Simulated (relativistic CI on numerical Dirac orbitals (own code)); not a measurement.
## Fe7+: 2p photoemission

Computed with this model: Dirac-Coulomb-Breit CI, orbitals from a KLI potential per configuration, QED by a radiative potential, multiplet model of photoemission in the sudden approximation, unscaled Slater integrals; configurations [Ar] 3d → [He] 2s2 2p5 3s2 3p6 3d; 80 K; Lorentzian 0.7 eV and Gaussian 0.6 eV FWHM. Energies are those of the free ion, without screening or charge transfer. The energies are binding energies and can lie tens of eV above those of solids. S is read from ⟨S²⟩ = S(S + 1).

Field parameters in Wybourne normalisation: D4h B²₀ = −7Ds, B⁴₀ = 21(Dq − Dt), B⁴₄ = 21√(5/14) Dq. The field is a parameter set, without covalency.

Computed curve for D4h, 10Dq = 35450, Ds = 1200, Dt = -340 cm⁻¹, scaled to 100 at the maximum (points under 2 are left out and the grid is thinned):

Energy (eV), Intensity and a bar:
```
    878.9        2.1 
    879.5        2.8 
    880.1        4.2 #
    880.7        7.3 ##
    881.3       17.4 #####
    882.0       52.7 ################
    882.6       67.9 ####################
    883.2       83.6 #########################
    883.8       99.0 ##############################
    884.4       87.0 ##########################
    885.0       59.4 ##################
    885.6       30.2 #########
    886.2       13.3 ###
    886.8       12.6 ###
    887.4        9.4 ##
    888.1        6.5 #
    888.7        4.4 #
    889.3        3.4 
    889.9        3.4 
    890.5        2.5 
    891.1        3.0 
    891.7        6.7 #
    892.3       10.2 ###
    892.9        5.2 #
    893.5        3.7 
    894.2        5.1 #
    894.8       10.3 ###
    895.4       34.3 ##########
    896.0       73.8 ######################
    896.6       38.5 ###########
    897.2       16.4 ####
    897.8       15.9 ####
    898.4       31.0 #########
    899.0       18.6 #####
    899.6        6.0 #
    900.3        2.7 
    903.2        2.7 
    903.8        7.3 ##
    904.4        6.3 #
    905.0        2.1
```

The ground state has S = 0.50, and the centroid lies at 888.32 eV.
